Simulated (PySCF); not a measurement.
Mg(F)(NMe2) (C2H6FMgN), SMILES C[N]([Mg][F])C. Atoms are numbered in the order given.

```xyz
11

Mg     0.0000     0.0000    -1.0347
F      0.0000     0.0000    -2.7984
N      0.0000     0.0000     0.8619
C      0.0000     1.1961     1.6749
C      0.0000    -1.1961     1.6749
H     -0.8896     1.2587     2.3399
H      0.8896     1.2587     2.3399
H      0.0000     2.1111     1.0555
H      0.8896    -1.2587     2.3399
H     -0.8896    -1.2587     2.3399
H      0.0000    -2.1111     1.0555
```
Charge 0, spin multiplicity 1.

The structure is a stationary point at B3LYP-D3(BJ)/def2-SVP. The structure was generated by enumeration; whether it is a known compound was not checked. The values are those of a single conformer.

Computed with PBE/pcSseg-1 (PySCF).

GIAO shieldings, no solvent; atoms alike by connectivity are averaged. δ = σ(ref) − σ: ¹⁹F against CFCl3 (σ = 133.6 ppm); ¹⁵N against NH3 (σ = 267.0 ppm); ¹³C against TMS (σ = 182.0 ppm); ¹H against TMS (σ = 31.49 ppm), references at their B3LYP-D3(BJ)/def2-TZVP geometries, non-relativistic.

**Question.** Estimate the chemical shifts. (Estimate from the structure and the level; the computed values follow.)

**Answer.** 
```tsv
nucleus	atoms	count	δ (ppm)
¹⁹F	F2	1	-276.3
¹⁵N	N3	1	17.1
¹³C	C4, C5	2	51.3
¹H	H6, H7, H8, H9, H10, H11	6	3.08
```
